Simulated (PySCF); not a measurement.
## Bond length, frequency and bond energy of YBr by level of theory

State: ¹Σ⁺ (singlet), closed shell. Set-up: PySCF, scalar-relativistic core potentials, basis sets Y def2-TZVPP with ECP28, Br def2-TZVPP. De refers to Y (4d1 5s2) + Br in their high-spin ground configurations, without counterpoise correction. A positive dipole means Y(−)Br(+).

| Level | Re (Å) | ωe (cm⁻¹) | De (eV) | μ (D) | CPU s a point (SCF and correlation, without the integrals) |
| --- | --- | --- | --- | --- | --- |
| RHF | 2.619 | 252 | n/a | -2.96 | 1.1 |
| RHF-MP2 | 2.552 | 269 | n/a | n/a | 1.9 |
| RHF-SCS-MP2 | 2.568 | 265 | n/a | n/a | n/a |
| RHF-CCSD | 2.576 | 263 | 4.68 | n/a | n/a |
| RHF-CCSD(T) | 2.571 | 265 | 4.81 | n/a | 84 |
| PBE | 2.540 | 266 | 4.71 | -2.30 | 3.1 |
| r²SCAN | 2.542 | 271 | 4.58 | -2.51 | 3.2 |
| TPSSh | 2.549 | 267 | 4.65 | -2.54 | 4.6 |
| PBE0 | 2.538 | 270 | 4.63 | -2.55 | 5.4 |
| M06 | 2.537 | 273 | 4.61 | -2.81 | 4.9 |
| MN15 | 2.539 | 269 | 4.65 | -2.85 | 4.8 |
| BHandHLYP | 2.564 | 265 | 4.42 | -2.98 | 3.1 |
| ωB97M-V | 2.556 | 266 | 4.69 | -2.97 | 12 |

(1) Which functional lies closest to RHF-CCSD(T) in De, which farthest, and by how much do they differ from it?

(2) What does a quarter of exact exchange do here, going from PBE to PBE0?

(3) What does the step from GGA to meta-GGA do here, going from PBE to r²SCAN?

Correlated steps freeze 9 core orbitals. The metal atom is held in its measured ground configuration; semilocal functionals can put another filling of s and d lower by some tenths of an eV, and De to that atom would be smaller. Spin–orbit coupling is left out, which matters for elements this heavy, above all for dissociation energies. Where the molecule has an RHF reference, its open-shell atoms are computed with UHF.

The whole job (state search and all levels along the bond) took about 13 min on 2 threads of Arm Neoverse V1 (shared host), peak memory 3.7 GiB.

Answers

(1) Closest is PBE (-3.1 pm in Re, +0.4 % in ωe, -0.10 eV in De against RHF-CCSD(T) in the same basis), farthest BHandHLYP (-0.7 pm in Re, +0.0 % in ωe, -0.39 eV in De). CCSD(T) converges more slowly with the basis than the functionals do and binds too weakly in this one, so the order can change at the basis-set limit.

(2) PBE0 less PBE: -0.2 pm in Re, +1.5 % in ωe, -0.08 eV in De. Exact exchange removes part of the self-interaction that spreads semilocal densities, and in most molecules shortens and stiffens the bond and lowers De; so it does here.

(3) r²SCAN less PBE: +0.2 pm in Re, +1.9 % in ωe, -0.13 eV in De.
